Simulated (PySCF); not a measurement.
Two species compared at the same levels of theory.

First species: 4-methylspiro(2.4)hepta-4,6-diene, C8H10.
Atom-mapped SMILES: `[CH3:1][C:2]1=[CH:3][CH:4]=[CH:5][C:6]12[CH2:7][CH2:8]2` (hydrogens: H9, H10, H11 on C1; H12 on C3; H13 on C4; H14 on C5; H15, H16 on C7; H17, H18 on C8)

Second species: vinyl propionate, C5H8O2.
Bonds: C1–C2 (double), C2–O3, O3–C4, C4–O5 (double), C4–C6, C6–C7. Hydrogens: H8, H9 on C1; H10 on C2; H11, H12 on C6; H13, H14, H15 on C7.

Levels: B3LYP/def2-SVPD for dipole moment, HOMO energy, LUMO energy, HOMO–LUMO gap, static isotropic polarisability and electronic spatial extent ⟨r²⟩ about the centre of nuclear charge; TDDFT B3LYP/def2-SVPD for lowest singlet excitation; PBE0-D3(BJ)/def2-SVP for rotational constant A and rotational constant C. Geometries: PBE0-D3(BJ)/def2-SVP. All species are isolated and taken at one optimised geometry, non-relativistic unless stated. Electronic properties by PySCF.

Dipoles, sizes and rotational constants follow the conformer. The torsions of the flexible species, by atom-mapped SMILES:
- `[CH2:1]=[CH:2][O:3][C:4](=[O:5])[CH2:6][CH3:7]`: C1–C2–O3–C4 180°, C2–O3–C4–O5 0°, O3–C4–C6–C7 177°

(1) Which has the higher HOMO–LUMO gap?

(2) Which of the two has the higher ⟨r²⟩, and by how much?

(3) Which of the two has the higher rotational constant A, and by how much?

(4) Which has the higher LUMO energy?

(5) Which has the higher dipole moment?

(6) Which has the higher rotational constant C?

(7) Which has the higher static isotropic polarisability?

(8) Which of the two has the higher HOMO energy, and by how much?

## Answers

(1) The second: 6.40 eV against 5.02 eV, a difference of 1.38 eV.

(2) The second: 1001 bohr² against 884 bohr², a difference of 117 bohr².

(3) The second: 8.880 GHz against 2.910 GHz, a difference of 5.970 GHz.

(4) The first: -0.69 eV against -0.77 eV, a difference of 0.08 eV.

(5) The second: 1.78 D against 1.17 D, a difference of 0.61 D.

(6) The first: 1.490 GHz against 1.183 GHz, a difference of 0.307 GHz.

(7) The first: 91.9 au against 72.1 au, a difference of 19.8 au.

(8) The first: -5.71 eV against -7.17 eV, a difference of 1.46 eV.

On the first: The principal polarisabilities are 67.8, 97.3 and 110.7 au; their mean is the isotropic value. In wavenumbers S1 is 37000 cm⁻¹ (1 eV = 8065.54 cm⁻¹).

On the second: In wavenumbers S1 is 46200 cm⁻¹ (1 eV = 8065.54 cm⁻¹). The principal polarisabilities are 50.9, 65.3 and 100.1 au; their mean is the isotropic value.
